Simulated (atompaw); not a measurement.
What one change does to a pseudopotential (tantalum (Ta), PAW (atompaw))

atompaw 4.2.0.5 input, output lines left out:

```
Ta 73
LDA-PW scalarrelativistic loggrid 2001 logderivrange -2 5 176
6 6 5 4 0 0
6 0 1.5
6 1 0.5
5 2 3
0 0 0
c
c
c
c
c
v
c
c
c
c
v
c
c
v
c
2
3.00 2.25 2.90 1.80
y
1.75
n
y
0.35
n
y
1.3
n
custom polynom2 7 10 vanderbiltortho sinc
3 0 troulliermartins
2.70
3.00
3.00
3.00
1.95
3.00
```

Change: wave 6s channel at 1.75 Ry: rc 3.00 bohr becomes 6s channel at 1.75 Ry: rc 1.80 bohr.

Cutoffs: the cutoffs (Ry, on a coarse ladder) from which the occupation-weighted sum of valence levels, in a spherical-Bessel basis at the reference potential, stays within 10 and 1 mRy of its value at 400 Ry; they do not see the model core or the augmentation charge, which bear on the density cutoff.

Problem. What does the change do?

Solution. The potential gets neither clearly harder nor softer (18 Ry and 25 Ry → 18 Ry and 25 Ry); a bound ghost appears in s, which as a rule spoils a file; the range in which the s phases agree widens (upper end 2.0 → 3.6).

| quantity | base | changed |
| --- | --- | --- |
| cutoff, loose | 18 Ry | 18 Ry |
| cutoff, tight | 25 Ry | 25 Ry |
| bound ghosts | none | s |
| s: phases at 3.02 bohr within 0.05 rad from the reference energy up to (Ry; the scan ends near 5) | 2.0 | 3.6 |
| p: phases at 3.02 bohr within 0.05 rad from the reference energy up to (Ry; the scan ends near 5) | 1.2 | 1.2 |
| d: phases at 3.02 bohr within 0.05 rad from the reference energy up to (Ry; the scan ends near 5) | 1.9 | 1.9 |
| lowest overlap eigenvalue by channel | s 0.76, p 0.89, d 0.52 | s 0.04, p 0.89, d 0.52 |

 A true bound ghost makes a file unfit for plane-wave use even where its test errors are small: the radial tests pick states by their node count and pass the ghost by. The cutoffs see the waves, projectors and local potential, not the compensation charge or the core.
